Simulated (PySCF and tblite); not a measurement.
Results of a calculation; reference values are marked as such.
C7H10O, numbered as in [CH:1]#[C:2][CH:3]1[CH2:4][CH2:5][O:6][CH2:7][CH2:8]1.

Conformers came from 90 starts (ETKDG and KDG, MMFF94s, GFN2-xTB); geometries are PBE0-D3(BJ)/def2-SVP. Free energies are PBE0-D3(BJ)/def2-TZVP single points with GFN2-xTB rigid-rotor and vibrational terms (modes under about 100 cm⁻¹ blended into free rotors). Symmetry numbers and mirror images are counted. Conformers within 4 kcal/mol (GFN2-xTB free energy) were kept, 5 at most. Run with PySCF (density fitting) and tblite.

Rotational constants are equilibrium values for the commonest isotopes; dipoles come from the energy level named.

The 6-ring runs over atoms 3–4–5–6–7–8. Of a mirror pair one member is shown.

| conformer | shape | symmetry | weight % |
| --- | --- | --- | --- |
| 1 | 6-ring chair (all substituents equatorial) | Cs | 66.8 |
| 2 | 6-ring chair (C2 axial) | Cs | 33.1 |
| 3 | 6-ring twist-boat (ring torsions 24, 41, -70, 27, 36, -62°) | C1 (pair) | 0.0 |

Sets of constants, in random order:

| set | A (MHz) | B (MHz) | C (MHz) | abs μa (D) | abs μb (D) | abs μc (D) |
| --- | --- | --- | --- | --- | --- | --- |
| P | 4576 | 1413 | 1167 | 0.11 | 0.13 | 0.84 |
| Q | 3253 | 1732 | 1555 | 0.73 | 0.00 | 0.62 |
| R | 4642 | 1393 | 1142 | 0.28 | 0.00 | 0.76 |

Task: Match each set to its conformer.

Result: P is conformer 3, Q is conformer 2, R is conformer 1.
